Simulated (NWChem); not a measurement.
Molecule: NbO, quartet; SMILES [O]=[Nb]

Program: NWChem. Spin-unrestricted. Medium grid unless said otherwise, to which SCAN and Minnesota functionals are sensitive. The geometry was optimised at PBE0-D3(BJ)/def2-TZVP, spin-unrestricted. No stability test was run on the SCF state. def2 effective core potentials on Nb; no spin-orbit coupling. Total energies of different functionals are on different scales.

```
level               energy (Ha)  highest occupied level (eV)  lowest empty minus highest occupied level, either spin (eV)  dipole (D)  <S²>
------------------  -----------  ---------------------------  -----------------------------------------------------------  ----------  ----
B3LYP/def2-SVP        -132.1116                        -5.16                                                         2.43        3.52  3.77
MN15/def2-SVP         -131.9108                        -5.96                                                         4.78        3.71  3.76
PBE0/def2-SVP         -132.0038                        -5.38                                                         3.32        3.63  3.78
LRC-wPBEh/def2-SVP    -132.0181                        -6.98                                                         6.29        3.66  3.77
CAM-B3LYP/def2-SVP    -132.0178                        -6.31                                                         4.45        3.66  3.76
```
